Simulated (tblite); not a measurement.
Q: Write Cartesian coordinates for InChI=1S/C6H10O2S/c1-2-6-4-3-5-9(6,7)8/h3-4,6H,2,5H2,1H3/t6-/m0/s1 as optimised with GFN2-xTB.

A: 
```
atom  x, y, z in Å
C1     2.484    0.476   -0.229
C2     1.492   -0.258    0.664
C3     0.213   -0.565   -0.092
C4    -0.855   -1.221    0.701
C5    -2.106   -0.820    0.510
C6    -2.336    0.246   -0.491
S7    -0.654    0.991   -0.585
O8    -0.345    1.381   -1.934
O9    -0.514    1.988    0.438
H10    2.765   -0.141   -1.080
H11    2.034    1.393   -0.602
H12    3.382    0.729    0.329
H13    1.234    0.374    1.517
H14    1.934   -1.185    1.040
H15    0.411   -1.068   -1.039
H16   -0.584   -1.955    1.444
H17   -2.936   -1.205    1.081
H18   -2.548   -0.125   -1.490
H19   -3.080    0.976   -0.188
```

Any rigid rotation of these coordinates is as good. Atoms count from 1 in this order. S7 (sulfonyl sulfur) has angles from 94.3° to 117.3°. The C–C distances run from 1.328 Å (C4=C5, drawn double) to 1.523 Å (C1–C2, drawn single), a spread of 0.195 Å. The 5-membered ring C3–C4–C5–C6–S7 has internal angles of 94.3° to 117.9° (sum 530°, against 540° for a flat polygon); it is puckered, 0.16 Å rms from its mean plane, widest ring torsion 27°. Of the pairs four or more bonds apart, S7···H11 is among the closest relative to their van der Waals radii: 2.72 Å, 91 % of the sum of Bondi's values.

Bonds between heavy atoms (Å): C1–C2 1.523, C2–C3 1.517, C3–C4 1.483, C4=C5 1.328, C5–C6 1.480, C6–S7 1.842, S7=O8 1.438, S7=O9 1.435, C3–S7 1.848.

The geometry is computed with GFN2-xTB (gas phase).

Point group: C1 (no symmetry element, even within 0.4 Å). Its GFN2-xTB frequencies are all real (lowest 57 cm⁻¹). One conformer, not necessarily the lowest (C1–C2–C3–C4 -177°, C2–C3–C4–C5 139°, C4–C5–C6–S7 -21°, C5–C6–S7–O8 143°, C2–C3–S7–C6 -149°). 3 starts were optimised and ended at 0.00, 0.00 and 1.26 kcal/mol (GFN2-xTB); the lowest of these is shown.

On one thread of an Arm Neoverse V1, on a shared host, this took 0.62 s. These figures are those of the optimisation.
